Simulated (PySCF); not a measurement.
PySCF input for ZnH, SMILES [ZnH+] (connectivity only; charge and spin as stated), charge +1, multiplicity 1, IEF-PCM-ωB97X/def2-TZVPD. Coordinates come from a PBE0-D3(BJ)/def2-TZVPD optimisation. The spin state was assumed, not searched.

```python
import numpy as np
from pyscf import gto, scf, dft
from pyscf.solvent import pcm

mol = gto.M(
    atom='''
    Zn    0.00000000    0.00000000   -0.04947039
    H     0.00000000    0.00000000    1.48411162
    ''',
    basis='def2-TZVPD',
    charge=1,
    spin=0,
    max_memory=1600,
    verbose=3,
)
mf = dft.RKS(mol, xc='wb97x').density_fit(auxbasis='def2-universal-jkfit')
mf.grids.level = 3
mf.conv_tol = 1e-9
mf.max_cycle = 100
mf.kernel()
res = {}
for name, eps in {'water': 78.355, 'chloroform': 4.7113, 'toluene': 2.3741}.items():
    s = mf.PCM()
    s.with_solvent.method, s.with_solvent.eps, s.with_solvent.lebedev_order = 'IEF-PCM', eps, 29
    s.kernel(mf.make_rdm1())
    res[name] = (s.e_tot, eps, s.dip_moment(), s.mo_energy, s.converged)
    print(f'{name}: electrostatic solvation free energy {(s.e_tot - mf.e_tot) * 627.509474:.3f} kcal/mol')
```

It prints:

```
converged SCF energy = -1779.68468937165

WARN: PCM is an experimental feature. It is still in testing.
Features and APIs may be changed in the future.

converged SCF energy = -1779.86347376197

WARN: System has nonzero charge 1; the dipole moment is origin-dependent.
Location of origin: [0. 0. 0.]

Dipole moment(X, Y, Z, Debye):  0.00000,  0.00000, -3.84586
water: electrostatic solvation free energy -112.189 kcal/mol

WARN: PCM is an experimental feature. It is still in testing.
Features and APIs may be changed in the future.

converged SCF energy = -1779.82358233331

WARN: System has nonzero charge 1; the dipole moment is origin-dependent.
Location of origin: [0. 0. 0.]

Dipole moment(X, Y, Z, Debye):  0.00000,  0.00000, -3.20480
chloroform: electrostatic solvation free energy -87.157 kcal/mol

WARN: PCM is an experimental feature. It is still in testing.
Features and APIs may be changed in the future.

converged SCF energy = -1779.78459337466

WARN: System has nonzero charge 1; the dipole moment is origin-dependent.
Location of origin: [0. 0. 0.]

Dipole moment(X, Y, Z, Debye): -0.00000,  0.00000, -2.68548
toluene: electrostatic solvation free energy -62.691 kcal/mol
```

The run converged.
